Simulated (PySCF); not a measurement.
PySCF 2.14 output of an unrestricted r2SCAN calculation on a single atom or ion in x2c-SVPall, with scalar relativity by spin-free X2C-1e:

```
SCF conv_tol = 1e-09
number electrons alpha = 8  beta = 6
    J. W. Furness, A. D. Kaplan, J. Ning, J. P. Perdew, and J. Sun.,  J. Phys. Chem. Lett. 11, 8208-8215 (2020)
    J. W. Furness, A. D. Kaplan, J. Ning, J. P. Perdew, and J. Sun.,  J. Phys. Chem. Lett. 11, 9248-9248 (2020)
    J. W. Furness, A. D. Kaplan, J. Ning, J. P. Perdew, and J. Sun.,  J. Phys. Chem. Lett. 11, 8208-8215 (2020)
    J. W. Furness, A. D. Kaplan, J. Ning, J. P. Perdew, and J. Sun.,  J. Phys. Chem. Lett. 11, 9248-9248 (2020)
cycle= 1 E= -289.843733070322  delta_E= -0.00332  |g|= 0.0106  |ddm|= 0.0891
cycle= 2 E= -289.843852843699  delta_E= -0.00012  |g|= 0.00217  |ddm|= 0.0152
cycle= 3 E= -289.843859264693  delta_E= -6.42e-06  |g|= 0.00039  |ddm|= 0.00413
cycle= 4 E= -289.84385943685  delta_E= -1.72e-07  |g|= 3.69e-05  |ddm|= 0.00079
cycle= 5 E= -289.843859438037  delta_E= -1.19e-09  |g|= 4.16e-06  |ddm|= 0.000144
cycle= 6 E= -289.843859438072  delta_E= -3.46e-11  |g|= 7.59e-08  |ddm|= 3.18e-05
converged SCF energy = -289.843859438072  <S^2> = 2.006124  2S+1 = 3.0040799
```

The run itself started from symmetry-adapted Hartree-Fock orbitals and held the occupation by maximum overlap, on a logarithmic radial grid, so the iterations belong to that start.

Which element, charge and spin multiplicity is this?

Si (silicon, neutral), multiplicity 3; the state was [Ne] 3s2 3p2, high-spin 3P determinant.
